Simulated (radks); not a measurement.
The numbers below are computed, except where a source is named.
Numerical settings for neutral boron, [He] 2s2 2p1. Level of theory: Dirac Kohn-Sham, LDA (Slater exchange, Perdew-Wang correlation), spin-unpolarised, spherical densities, finite nucleus; open shells are shared between the two j in proportion to 2j + 1; Fermi nuclear charge, rms radius 2.406 fm (a radial shooting solver on a logarithmic mesh with Libxc functionals). The defaults (mesh step 0.008 in ln r, mesh end at 40 bohr or more with all orbitals vanishing there, Anderson mixing 0.5 over 9 steps, residual threshold near 1e-9 with the energy settled to 1e-9 hartree or 1e-11 of itself, here a cap of 53 iterations) give E = -24.3506 hartree and 2p3/2 at -3.714 eV in 13 iterations. Run on one thread of a shared host, so times are rough (Arm Neoverse N1): 0.06 s of CPU time, 0.06 s wall, 13 iterations on 2208 mesh points. Changes against that run (0 stands for a change within the tolerance of the run):

\begin{tabular}{lrrrrr}
setting & iterations & converged & E (mhartree) & e(2p3/2) (meV) & CPU (s) \\ \hline
mesh step in ln r 0.05 & 13 & yes & 0 & 0 & 0.02 \\
mesh step in ln r 0.12 & 53 & no & -7.35e+04 & -6.63e+03 & 0.09 \\
mesh step in ln r 0.03 & 13 & yes & 0 & 0 & 0.02 \\
mesh end (bohr) 5 & 12 & yes & +37.6 & +1.62e+03 & 0.05 \\
mesh end (bohr) 20 & 13 & yes & 0 & 0 & 0.05 \\
residual threshold 1e-13 & 18 & yes & 0 & 0 & 0.07 \\
residual threshold 1e-16 & 53 & no & 0 & 0 & 0.15 \\
mixing 2.5 & 14 & yes & 0 & 0 & 0.06 \\
linear mixing, mixing 0.5 & 29 & yes & 0 & 0 & 0.1 \\
linear mixing, mixing 0.8 & 17 & yes & 0 & 0 & 0.06 \\
mixing history 3 & 15 & yes & 0 & 0 & 0.06 \\
iteration cap 8 & 8 & no & 0 & +0.0214 & 0.03 \\
\end{tabular}

Settings that end as converged yet miss the energy by more than 1 mhartree: mesh end (bohr) 5 (+0.0376 hartree). A mesh that ends early acts as a hard wall.
